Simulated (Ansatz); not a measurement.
Ansatz (a quantum-chemistry and plane-wave program) input:

Ansatz 0.2 input:
```yaml
crystal:
  periodic: [false, false, false]
  atoms:
    - {symbol: C, position_ang: [-1.59986225, -0.96342425, 0.53485818]}
    - {symbol: C, position_ang: [-1.84761398, 0.51089904, 0.53644546]}
    - {symbol: C, position_ang: [-0.52166099, 1.07140571, 0.10506725]}
    - {symbol: C, position_ang: [0.37574073, 0.10538681, -0.11956699]}
    - {symbol: C, position_ang: [-0.19878348, -1.27745223, 0.12438929]}
    - {symbol: C, position_ang: [1.71704168, 0.30791035, -0.53770049]}
    - {symbol: N, position_ang: [2.81173330, 0.43614752, -0.87710268]}
    - {symbol: H, position_ang: [-2.33629520, -1.70739986, 0.79609579]}
    - {symbol: H, position_ang: [-2.14746635, 0.89984308, 1.52110374]}
    - {symbol: H, position_ang: [-2.65465033, 0.81640878, -0.14626748]}
    - {symbol: H, position_ang: [-0.32640990, 2.12848321, -0.00722012]}
    - {symbol: H, position_ang: [0.37091151, -1.81755088, 0.89305295]}
    - {symbol: H, position_ang: [-0.13739311, -1.90116953, -0.77800237]}
basis:
  gaussian:
    orbitals: def2-TZVP
hamiltonian:
  xc: b3lyp
  dispersion: d3bj
magnetization: {spin_polarized: true, initial_magnetization: 1}
phonons: {temperatures: {t_min: 298.15, t_max: 298.15, t_step: 100}}
```

**Question.** Predict the final energy.

**Answer.** -287.04008 Eh (B3LYP-D3(BJ)/def2-TZVP). The basis has 253 functions.

It need not be the lowest isomer of its formula.
